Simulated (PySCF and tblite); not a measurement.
Values are calculated unless marked as measured or tabulated.
C₈H₁₃ClO, numbered as in [CH3:1][O:2][C@H:3]1[CH:4]=[CH:5][C@@H:6]([CH3:7])[C@H:8]([Cl:9])[CH2:10]1.

Level: PBE0-D3(BJ)/pcSseg-1//GFN2-xTB, thermal terms from GFN2-xTB, symmetry numbers and mirror pairs counted. Conformers within 2.5 kcal/mol (GFN2-xTB free energy) were kept, 3 at most. Of two unlike H on one atom, a is the less shielded (PBE0/pcSseg-1). Codes: tblite and PySCF.

An NOE distance is ⟨r⁻⁶⟩^(−1/6) over all pairs of like atoms and, for the average, over conformers.

Torsions listed: C1–O2–C3–C10. The 6-ring runs over atoms 3–4–5–6–8–10.

| conformer | shape | weight % |
| --- | --- | --- |
| 1 | 6-ring half-chair (ring torsions 1, -13, 45, -66, 50, -20°); -172° | 48.9 |
| 2 | 6-ring half-chair (ring torsions 0, -15, 47, -66, 49, -18°); -79° | 46.6 |
| 3 | 6-ring half-chair (ring torsions -1, 12, -41, 60, -46, 18°); -74° | 4.5 |

(1) Which H–H contacts under 3.5 Å would NOEs report (pairs on one atom left out) at 298.15 K?

(2) In a model where alignment follows shape alone (order matrix 0.002 × (3G/tr G − 1)/2, G the second moments of the atom positions; splitting J + 2D), what are the one-bond C–H dipolar couplings D?

The cap on conformers cut off some of the population, so the set may be incomplete.

Answers

(1) 
| pair | in 1 (Å) | in 2 (Å) | in 3 (Å) | average (Å) |
| --- | --- | --- | --- | --- |
| H3 ··· H10b | 2.43 | 2.41 | 2.43 | 2.42 |
| H4 ··· H5 | 2.42 | 2.42 | 2.43 | 2.42 |
| H3 ··· H4 | 2.45 | 2.46 | 2.64 | 2.46 |
| H8 ··· H10a | 2.50 | 2.52 | 2.51 | 2.51 |
| H3 ··· H10a | 2.55 | 2.56 | 3.05 | 2.57 |
| H6 ··· H7 | 2.59 | 2.59 | 2.58 | 2.59 |
| H5 ··· H6 | 2.60 | 2.63 | 2.46 | 2.60 |
| H6 ··· H10b | 2.62 | 2.58 | 4.26 | 2.62 |
| H1 ··· H3 | 2.70 | 2.64 | 2.65 | 2.67 |
| H5 ··· H7 | 2.82 | 2.81 | 3.00 | 2.82 |
| H7 ··· H8 | 2.81 | 2.83 | 2.76 | 2.82 |
| H1 ··· H10a | 4.27 | 2.65 | 3.42 | 2.97 |
| H8 ··· H10b | 3.05 | 3.05 | 2.45 | 3.00 |
| H6 ··· H8 | 3.05 | 3.05 | 2.59 | 3.01 |
| H1 ··· H4 | 2.88 | 4.33 | 4.25 | 3.19 |

Longer pairs under the limit may be missing.

(2) H1 4.8 Hz (3.8 in conformer 1), H3 -3.0 Hz (-3.6 in conformer 1), H4 1.4 Hz (-2.4 in conformer 1), H5 -0.7 Hz (3.8 in conformer 1), H6 5.5 Hz (3.4 in conformer 1), H7 1.0 Hz (0.5 in conformer 1), H8 10.3 Hz (9.4 in conformer 1), H10a -0.1 Hz (3.7 in conformer 1), H10b 10.3 Hz (10.1 in conformer 1).
